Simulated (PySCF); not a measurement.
C₈H₈.
Structure used (PBE0-D3(BJ)/def2-TZVP), in Å, numbered top down from 1:
```xyz
16
C8H8 angstrom
C     -2.752   -0.729   -0.229
C     -1.886    0.277   -0.150
C     -0.431    0.181   -0.025
C      0.236   -1.026    0.200
C      1.614   -1.065    0.300
C      2.362    0.100    0.181
C      1.715    1.306   -0.036
C      0.333    1.343   -0.133
H     -3.814   -0.541   -0.320
H     -2.442   -1.768   -0.213
H     -2.272    1.293   -0.190
H     -0.332   -1.942    0.308
H      2.112   -2.012    0.479
H      3.442    0.065    0.262
H      2.288    2.222   -0.127
H     -0.170    2.290   -0.302
```

NICS is the negative of the GIAO shielding at a point without a nucleus: at the ring centre (0) and 1 Å above and below it (1); zz is the component along the ring normal. Level: GIAO B97-2/pcSseg-2 (PySCF, non-relativistic, gas phase) on the PBE0-D3(BJ)/def2-TZVP geometry, one conformer.

Ring bond lengths (Å): C3–C4 1.397, C4–C5 1.382, C5–C6 1.390, C6–C7 1.386, C7–C8 1.386, C8–C3 1.395.

Problem. Give the NICS values of each ring in ppm.

Solution. 
| ring | type | NICS(0) | NICS(1), two faces | NICS(1)zz, two faces | rms pucker (Å) | centre to ring atoms, mean (Å) |
| --- | --- | --- | --- | --- | --- | --- |
| C3–C4–C5–C6–C7–C8 | 6-membered carbocycle; formal bonds all aromatic | -7.6 | -9.5 / -9.4 | -27.2 / -26.8 | 0.00 | 1.39 |

Problem. What do they say, and how far can they be read as aromaticity?

Solution. 
- C3–C4–C5–C6–C7–C8: mean NICS(1)zz -27.0 ppm, shielded. The ring is flat and has no four-coordinate atom; by the NICS criterion it is aromatic.

Problem. How equal are the bonds by HOMA? HOMA takes Krygowski's 1993 parameters.

Solution. 
- C3–C4–C5–C6–C7–C8: HOMA 0.99 = 1 − EN − GEO, with mean bond length 1.389 Å, EN = α(Ropt − mean)² = 0.000 and GEO = α × variance = 0.007. The geometric and the magnetic index point the same way.

Problem. What are the shieldings of the ring atoms and their hydrogens in the same run (means over atoms taken as equivalent)?

Solution. 
```tsv
atoms	environment	σ isotropic (ppm)
C3	substituted aromatic carbon	41.0
C4 (×2)	aromatic CH carbon	52.1
C5 (×2)	aromatic CH carbon	50.2
C6	aromatic CH carbon	50.7
H12 (×2)	aromatic hydrogen	23.88
H13 (×2)	aromatic hydrogen	24.06
H14	aromatic hydrogen	24.14
```

Problem. How do the values depend on the level or the medium?

Solution. 
```csv
level,"NICS(0), C3–C4–C5–C6–C7–C8","mean NICS(1)zz, C3–C4–C5–C6–C7–C8"
"B97-2/pcSseg-2, gas",-7.6,-27.0
"KT3/pcSseg-2, gas",-7.3,-25.7
"PBE0/pcSseg-2, gas",-7.5,-27.2
"wB97X-D/pcSseg-2, gas",-7.5,-27.6
"WP04/pcSseg-2, IEF-PCM chloroform",-8.0,-26.4
"wB97X-D/pcSseg-2, IEF-PCM chloroform",-7.3,-27.6
```

The geometry is the same throughout; the continuum's cavity takes Bondi-type radii × 1.2.

Time: 2.4 min wall, 4.4 min CPU; peak memory 2.7 GiB. Hardware: Intel Xeon at 2.50 GHz, 2 threads, no GPU, shared host with 64 logical CPUs at a one-minute load of 57. This is the whole shielding run at B97-2/pcSseg-2, SCF included.
